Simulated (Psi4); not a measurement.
C6H11FO (SMILES C/C(=C/F)[C@H](C)CO), singlet, at a GFN2-xTB geometry, with bond 4-3 at 1.6 times its length; HF/STO-3G (Psi4 1.11).

Input for Psi4:
```
memory 2 GB

molecule mol {
0 1
C    -1.027461   -0.803713    1.464345
C    -0.743737    0.016398    0.245980
C    -1.591292    0.961721   -0.126468
F    -1.269748    2.200702   -1.867766
C     0.506916   -0.266177   -0.551639
C     0.291489   -1.468102   -1.475133
C     1.722699   -0.503695    0.349362
O     1.876928    0.598945    1.216765
H    -0.311585   -0.556095    2.245958
H    -2.028447   -0.605392    1.837451
H    -0.938904   -1.865224    1.241341
H    -2.512252    1.217745    0.375544
H     0.718077    0.614637   -1.164726
H     0.087729   -2.367931   -0.898809
H     1.177052   -1.641701   -2.081941
H    -0.550361   -1.281617   -2.136516
H     2.611042   -0.621839   -0.287612
H     1.592733   -1.431936    0.924895
H     2.700757    0.504441    1.704619
}

set {
  basis sto-3g
  reference rhf
  damping_percentage 50
}

energy('scf')
print_variables()
```

It wrote (shortened):

```
   => Loading Basis Set <=

    Name: STO-3G
    Role: ORBITAL
    Keyword: BASIS

         ---------------------------------------------------------
                                   SCF
               by Justin Turney, Rob Parrish, Andy Simmonett
                          and Daniel G. A. Smith
                              RHF Reference
         ---------------------------------------------------------

  ==> Geometry <==

    Molecular point group: c1
    Full point group: C1

    Geometry (in Angstrom), charge = 0, multiplicity = 1:

       Center              X                  Y                   Z               Mass
    ------------   -----------------  -----------------  -----------------  -----------------
         C           -1.013633430424    -0.960635355682     1.594521630597    12.000000000000
         C           -0.729909430424    -0.140524355682     0.376156630597    12.000000000000
         C           -1.577464430424     0.804798644318     0.003708630597    12.000000000000
         F           -1.255920430424     2.043779644318    -1.737589369403    18.998403162730
         C            0.520743569576    -0.423099355682    -0.421462369403    12.000000000000
         C            0.305316569576    -1.625024355682    -1.344956369403    12.000000000000
         C            1.736526569576    -0.660617355682     0.479538630597    12.000000000000
         O            1.890755569576     0.442022644318     1.346941630597    15.994914619570
         H           -0.297757430424    -0.713017355682     2.376134630597     1.007825032230
         H           -2.014619430424    -0.762314355682     1.967627630597     1.007825032230
         H           -0.925076430424    -2.022146355682     1.371517630597     1.007825032230
         H           -2.498424430424     1.060822644318     0.505720630597     1.007825032230
         H            0.731904569576     0.457714644318    -1.034549369403     1.007825032230
         H            0.101556569576    -2.524853355682    -0.768632369403     1.007825032230
         H            1.190879569576    -1.798623355682    -1.951764369403     1.007825032230
         H           -0.536533430424    -1.438539355682    -2.006339369403     1.007825032230
         H            2.624869569576    -0.778761355682    -0.157435369403     1.007825032230
         H            1.606560569576    -1.588858355682     1.055071630597     1.007825032230
         H            2.714584569576     0.347518644318     1.834795630597     1.007825032230

  Running in c1 symmetry.

  Rotational constants: A =      0.06997  B =      0.04088  C =      0.03947 [cm^-1]
  Rotational constants: A =   2097.75484  B =   1225.67395  C =   1183.35801 [MHz]
  Nuclear repulsion =  380.403680509517130

  Charge       = 0
  Multiplicity = 1
  Electrons    = 64
  Nalpha       = 32
  Nbeta        = 32

  ==> Algorithm <==

  SCF Algorithm Type is DF.
  DIIS enabled.
  MOM disabled.
  Fractional occupation disabled.
  Guess Type is SAD.
  Energy threshold   = 1.00e-06
  Density threshold  = 1.00e-06
  Integral threshold = 1.00e-12

  ==> Primary Basis <==

  Basis Set: STO-3G
    Blend: STO-3G
    Number of shells: 35
    Number of basis functions: 51
    Number of Cartesian functions: 51
    Spherical Harmonics?: true
    Max angular momentum: 1

   => Loading Basis Set <=

    Name: (STO-3G AUX)
    Role: JKFIT
    Keyword: DF_BASIS_SCF

  ==> Integral Setup <==

  SCF_SUBTYPE=INCORE selected. In-core MEM_DF algorithm will be used.
  Using in-core AOs.

  ==> MemDFJK: Density-Fitted J/K Matrices <==

    J tasked:                   Yes
    K tasked:                   Yes
    wK tasked:                   No
    Algorithm:                 Core
    Schwarz Cutoff:           1E-12
    Mask sparsity (%):       2.9220
    Fitting Condition:        1E-10

   => Auxiliary Basis Set <=

  Basis Set: (STO-3G AUX)
    Blend: DEF2-UNIVERSAL-JKFIT
    Number of shells: 266
    Number of basis functions: 802
[...]
   @DF-RHF iter  72:  -402.44213554535474    4.47805e-06   2.18929e-06 DIIS/DAMP=50%
   @DF-RHF iter  73:  -402.44213643596794   -8.90613e-07   2.25334e-06 DIIS/DAMP=50%
   @DF-RHF iter  74:  -402.44213640463920    3.13287e-08   2.19580e-06 DIIS/DAMP=50%
   @DF-RHF iter  75:  -402.44214048053891   -4.07590e-06   2.26084e-06 DIIS/DAMP=50%
   @DF-RHF iter  76:  -402.44213920323750    1.27730e-06   2.26110e-06 DIIS/DAMP=50%
   @DF-RHF iter  77:  -402.44213657298451    2.63025e-06   2.30084e-06 DIIS/DAMP=50%
   @DF-RHF iter  78:  -402.44213774440578   -1.17142e-06   2.30459e-06 DIIS/DAMP=50%
   @DF-RHF iter  79:  -402.44213761253388    1.31872e-07   2.32351e-06 DIIS/DAMP=50%
   @DF-RHF iter  80:  -402.44214063981383   -3.02728e-06   2.43389e-06 DIIS/DAMP=50%
   @DF-RHF iter  81:  -402.44213483854782    5.80127e-06   1.79661e-06 DIIS/DAMP=50%
   @DF-RHF iter  82:  -402.44213628323149   -1.44468e-06   2.47033e-06 DIIS/DAMP=50%
   @DF-RHF iter  83:  -402.44213334782961    2.93540e-06   2.78911e-06 DIIS/DAMP=50%
   @DF-RHF iter  84:  -402.44213061798928    2.72984e-06   2.29480e-06 DIIS/DAMP=50%
   @DF-RHF iter  85:  -402.44213115909065   -5.41101e-07   2.52505e-06 DIIS/DAMP=50%
   @DF-RHF iter  86:  -402.44213719038072   -6.03129e-06   2.42500e-06 DIIS/DAMP=50%
   @DF-RHF iter  87:  -402.44212879906610    8.39131e-06   2.49892e-06 DIIS/DAMP=50%
   @DF-RHF iter  88:  -402.44214446935518   -1.56703e-05   2.44042e-06 DIIS/DAMP=50%
   @DF-RHF iter  89:  -402.44213958018861    4.88917e-06   2.53919e-06 DIIS/DAMP=50%
   @DF-RHF iter  90:  -402.44214114546963   -1.56528e-06   2.87919e-06 DIIS/DAMP=50%
   @DF-RHF iter  91:  -402.44214122472874   -7.92591e-08   2.61571e-06 DIIS/DAMP=50%
   @DF-RHF iter  92:  -402.44213451787016    6.70686e-06   3.28922e-06 DIIS/DAMP=50%
   @DF-RHF iter  93:  -402.44213580702728   -1.28916e-06   2.32153e-06 DIIS/DAMP=50%
   @DF-RHF iter  94:  -402.44216241165196   -2.66046e-05   4.58688e-06 DIIS/DAMP=50%
   @DF-RHF iter  95:  -402.44213904056141    2.33711e-05   6.09415e-06 DIIS/DAMP=50%
   @DF-RHF iter  96:  -402.44213749348370    1.54708e-06   4.99831e-06 DIIS/DAMP=50%
   @DF-RHF iter  97:  -402.44209548198882    4.20115e-05   2.19506e-05 DIIS/DAMP=50%
   @DF-RHF iter  98:  -402.44213478499626   -3.93030e-05   2.19074e-06 DIIS/DAMP=50%
   @DF-RHF iter  99:  -402.44212916539243    5.61960e-06   4.38155e-06 DIIS/DAMP=50%
   @DF-RHF iter 100:  -402.44212356052731    5.60487e-06   4.41349e-06 DIIS/DAMP=50%

PsiException: Could not converge SCF iterations in 100 iterations.

  Failed to converge.

Traceback (most recent call last):
  File "psi4", line 375, in <module>
  File "<string>", line 41, in <module>
  File "site-packages/psi4/driver/driver.py", line 533, in energy
  File "site-packages/psi4/driver/procrouting/proc.py", line 2760, in run_scf
  File "site-packages/psi4/driver/procrouting/proc.py", line 2047, in scf_helper
  File "site-packages/psi4/driver/procrouting/scf_proc/scf_iterator.py", line 93, in scf_compute_energy
  File "site-packages/psi4/driver/procrouting/scf_proc/scf_iterator.py", line 86, in scf_compute_energy
  File "site-packages/psi4/driver/procrouting/scf_proc/scf_iterator.py", line 609, in scf_iterate

psi4.driver.p4util.exceptions.SCFConvergenceError: Could not converge SCF iterations in 100 iterations.

Printing out the relevant lines from the Psithon --> Python processed input file:
    ""","mol")
    core.IO.set_default_namespace("mol")
    core.set_global_option("BASIS", "sto-3g")
    core.set_global_option("REFERENCE", "rhf")
    core.set_global_option("DAMPING_PERCENTAGE", 50)
--> energy('scf')
    print_variables()

!-------------------------------------------------------!
!                                                       !
!  Could not converge SCF iterations in 100 iterations. !
!                                                       !
!-------------------------------------------------------!
```

The run did not converge; its last values are not results.
